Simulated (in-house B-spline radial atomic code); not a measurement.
Solving the quasi-particle equation for 3d of Kr⁸⁺

Configuration [Ar] 3d10, start PBE; correlation leaves out the 2 deepest shells. Computed with a B-spline radial code for spherical atoms: all electrons, scalar-relativistic (spin-free one-electron X2C), finite nucleus, each spin shell either full or empty, empty states to l = 9 with an (l + 1/2)⁻⁴ tail; G0W0 by contour deformation at full frequency.

At the mean-field level ε = -215.187 eV the matrix elements are Σx = -83.574 eV, v_xc = -62.24 eV and Σc(ε) = 1.892 eV, and the slope of the correlation self-energy is dΣc/dω = -0.0266. The quasi-particle energy solves E = ε + Σx − v_xc + Σc(E).

(1) What does the linearised equation give?

(2) How does that compare with the full solution and with static screening?

Answers

(1) Z = 1/(1 − dΣc/dω) = 1/1.0266 = 0.9741. The first-order shift is Σx − v_xc + Σc(ε) = -83.574 − (-62.24) + (1.892) = -19.442 eV, so E ≈ ε + Z × shift = -215.187 + 0.9741 × (-19.442) = -234.125 eV.

(2) Solving the equation at full frequency dependence gives E = -234.086 eV, where Σc = 2.434 eV and the weight is 0.970; the linearised value is off by 39 meV. Leaving Z out would give -234.629 eV. Static COHSEX puts -2.664 eV in place of Σc and gives -239.185 eV, 5.10 eV deeper.
